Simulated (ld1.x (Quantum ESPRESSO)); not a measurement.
**What one change does to a pseudopotential (germanium, ultrasoft)**

Ge (Z = 32), ultrasoft, made with ld1.x (Quantum ESPRESSO) 7.5 (LDA (PZ), scalar-relativistic). Core [Ar] 3d10, reference 4s2 4p2. Waves: 4s (bound): rcut 1.65, rcutus 1.80 bohr; 4s channel at 1.7 Ry: rcut 1.65, rcutus 1.80 bohr; 4p (bound): rcut 1.90, rcutus 2.35 bohr; 4p channel at 0.1 Ry: rcut 1.90, rcutus 2.35 bohr. Local part: all-electron potential smoothed inside 1.40 bohr (lloc = -1). Core correction: none. Augmentation charge: PSQ, radius 1.25 bohr.

Change: type TM; waves now 4s (bound): rc 1.80 bohr; 4p (bound): rc 2.35 bohr; local potential all-electron potential smoothed inside 1.85 bohr (lloc = -1).

Cutoffs: the cutoffs (Ry, on a coarse ladder) from which the occupation-weighted sum of valence levels, in a spherical-Bessel basis at the reference potential, stays within 10 and 1 mRy of its value at 400 Ry; they do not see the model core or the augmentation charge, which bear on the density cutoff. Errors are all-electron minus pseudo energies relative to the spin-unpolarised reference configuration.

Task: How do hardness, ghosts and transferability respond?

Result: The potential gets harder (10 Ry and 15 Ry → 18 Ry and 40 Ry); of the 9 tests that both files solve, the error grows in 4 and shrinks in 0 by more than 15 % and 0.3 meV (median size 28.6 → 34.7 meV); the range in which the s phases agree narrows (upper end at the end of the scan → 1.7); neither file shows a bound ghost. Several settings change at once here, so the effects cannot be laid on one of them.

```csv
quantity,base,changed
"cutoff, loose",10 Ry,18 Ry
"cutoff, tight",15 Ry,40 Ry
loose cutoff by channel (10 mRy a level),"s 6 Ry, p 6 Ry","s 15 Ry, p 6 Ry"
bound ghosts,none,none
"error for 4s2 4p1, meV [ΔE 7.64 eV]",+2.7,+4.5
"error for 4s2 4p0, meV [ΔE 23.35 eV]",+29,+36
"error for 4s1 4p0, meV [ΔE 58.57 eV]",+210,+262
"error for 4s1 4p3, meV [ΔE 8.04 eV]",+13,+12
"error for 4s1 4p2, meV [ΔE 16.41 eV]",+16,+24
"error for 4s2 4p2.3, meV [ΔE -0.93 eV]",+0.3,+0.4
"error for 4s0 4p4, meV [ΔE 16.36 eV]",+63,+55
"error for 4s2 4p2 (spin-polarised), meV [ΔE -0.56 eV]",+80,+71
"error for 4s2 4p1 (spin-polarised), meV [ΔE 7.45 eV]",+37,+35
s: phases at 2.56 bohr within 0.05 rad from the reference energy up to (Ry; the scan ends near 5),to the end of the scan,1.7
p: phases at 2.56 bohr within 0.05 rad from the reference energy up to (Ry; the scan ends near 5),3.5,2.6
```
